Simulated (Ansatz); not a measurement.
Geometry optimisation, Ansatz 0.2.0, RKS PBE/def2-SVP.

Input file:

```yaml
crystal:
  periodic: [false, false, false]
  atoms:
    - { symbol: Sn, position_ang: [-0.208108, -0.239919, 0.313941] }
    - { symbol: F, position_ang: [1.282019, -1.380185, -0.249704] }
    - { symbol: O, position_ang: [0.43856, 0.616672, 1.986297] }
    - { symbol: O, position_ang: [-1.70239, -1.547943, 0.485284] }
    - { symbol: O, position_ang: [-0.844001, 1.208845, -0.896443] }
    - { symbol: H, position_ang: [2.056406, 0.383395, -1.278767] }
    - { symbol: H, position_ang: [1.832206, 1.018337, -1.493255] }
    - { symbol: H, position_ang: [0.061642, 1.519403, 2.023442] }
    - { symbol: H, position_ang: [-1.307092, -2.443221, 0.50993] }
    - { symbol: H, position_ang: [-1.609342, 0.864617, -1.400824] }
basis:
  gaussian: { orbitals: def2-SVP }
hamiltonian:
  xc: pbe
relax:
  f_tol: 0.03
  max_steps: 50
```

Launched with:

```bash
$ ansatz run input.yaml --threads 2 --pin off --max-ram 3072MiB --backend cpu --events-out ev --progress --plain --runs-dir out
```

Where does it end, and by what steps?

It converged. The force dipped under the threshold on the way, but the program's further checks kept it going. After 47 steps the energy has fallen by 0.151 eV; H10 moved furthest, 1.37 Å.

```json
{"step": "0", "energy less start (eV)": "0.0000", "largest force component (eV/Å)": "2.381", "accepted": "yes"}
{"step": "2", "energy less start (eV)": "-0.1040", "largest force component (eV/Å)": "0.055", "accepted": "yes"}
{"step": "4", "energy less start (eV)": "-0.1088", "largest force component (eV/Å)": "0.068", "accepted": "yes"}
{"step": "6", "energy less start (eV)": "-0.1109", "largest force component (eV/Å)": "0.025", "accepted": "yes"}
{"step": "8", "energy less start (eV)": "-0.1121", "largest force component (eV/Å)": "0.121", "accepted": "yes"}
{"step": "10", "energy less start (eV)": "-0.1138", "largest force component (eV/Å)": "0.347", "accepted": "no"}
{"step": "12", "energy less start (eV)": "-0.1176", "largest force component (eV/Å)": "0.115", "accepted": "yes"}
{"step": "14", "energy less start (eV)": "-0.1195", "largest force component (eV/Å)": "0.121", "accepted": "yes"}
{"step": "16", "energy less start (eV)": "-0.1210", "largest force component (eV/Å)": "0.098", "accepted": "yes"}
{"step": "18", "energy less start (eV)": "-0.1221", "largest force component (eV/Å)": "0.056", "accepted": "yes"}
{"step": "20", "energy less start (eV)": "-0.1226", "largest force component (eV/Å)": "0.096", "accepted": "yes"}
{"step": "22", "energy less start (eV)": "-0.1232", "largest force component (eV/Å)": "0.075", "accepted": "yes"}
{"step": "24", "energy less start (eV)": "-0.1237", "largest force component (eV/Å)": "0.065", "accepted": "yes"}
{"step": "26", "energy less start (eV)": "-0.1088", "largest force component (eV/Å)": "0.920", "accepted": "no"}
{"step": "28", "energy less start (eV)": "-0.1242", "largest force component (eV/Å)": "0.269", "accepted": "no"}
{"step": "30", "energy less start (eV)": "-0.1255", "largest force component (eV/Å)": "0.101", "accepted": "yes"}
{"step": "32", "energy less start (eV)": "-0.1263", "largest force component (eV/Å)": "0.141", "accepted": "yes"}
{"step": "34", "energy less start (eV)": "-0.1272", "largest force component (eV/Å)": "0.186", "accepted": "yes"}
{"step": "36", "energy less start (eV)": "-0.1298", "largest force component (eV/Å)": "0.332", "accepted": "yes"}
{"step": "38", "energy less start (eV)": "-0.1356", "largest force component (eV/Å)": "0.251", "accepted": "yes"}
{"step": "40", "energy less start (eV)": "-0.1424", "largest force component (eV/Å)": "0.386", "accepted": "yes"}
{"step": "42", "energy less start (eV)": "-0.1476", "largest force component (eV/Å)": "0.032", "accepted": "yes"}
{"step": "44", "energy less start (eV)": "-0.1493", "largest force component (eV/Å)": "0.045", "accepted": "yes"}
{"step": "46", "energy less start (eV)": "-0.1504", "largest force component (eV/Å)": "0.082", "accepted": "yes"}
{"step": "47", "energy less start (eV)": "-0.1508", "largest force component (eV/Å)": "0.014", "accepted": "yes"}
```

```xyz
10
Properties=species:S:1:pos:R:3
Sn -0.420 -0.165 0.567
F 1.448 -0.659 0.190
O -0.597 0.422 2.457
O -1.524 -1.787 0.255
O -0.862 1.322 -0.676
H 1.790 0.263 -1.920
H 1.796 0.597 -2.615
H -0.265 1.340 2.530
H -1.077 -2.548 0.678
H -0.290 1.216 -1.465
```

Whether the end is a true minimum wasn't checked by a vibrational analysis.

Time of the run: 98 s on 2 threads of Arm Neoverse V1, with other jobs on the host, peak memory 0.14 GiB.
